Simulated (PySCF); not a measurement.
Computed shifts of a molecule C4H9FSi, PySCF with PBE0/pcSseg-1, GIAO, gas phase, equivalent atoms averaged, in ppm (number of nuclei): ¹³C: 171.6 (1), 111.7 (1), -0.6 (2). ²⁹Si: -26.6 (1). ¹⁹F: -95.6 (1). ¹H: 7.36 (1), 5.34 (1), 4.52 (1), 0.61 (6). References: ¹³C against TMS (σ = 186.3 ppm); ²⁹Si against TMS (σ = 352.7 ppm); ¹⁹F against CFCl3 (σ = 167.2 ppm); ¹H against TMS (σ = 31.56 ppm), references at their B3LYP-D3(BJ)/def2-TZVP geometries, non-relativistic. The structure is a stationary point at PBE0-D3(BJ)/def2-SVP. One conformer was computed; it need not be the lowest.

Task: Which molecule gave these data?
A. CC[SiH2]/C=C\F
B. C=C(C)C[SiH2]F
C. CC1([SiH2]F)CC1
D. C[SiH](C)/C=C\F

Result: D, C[SiH](C)/C=C\F
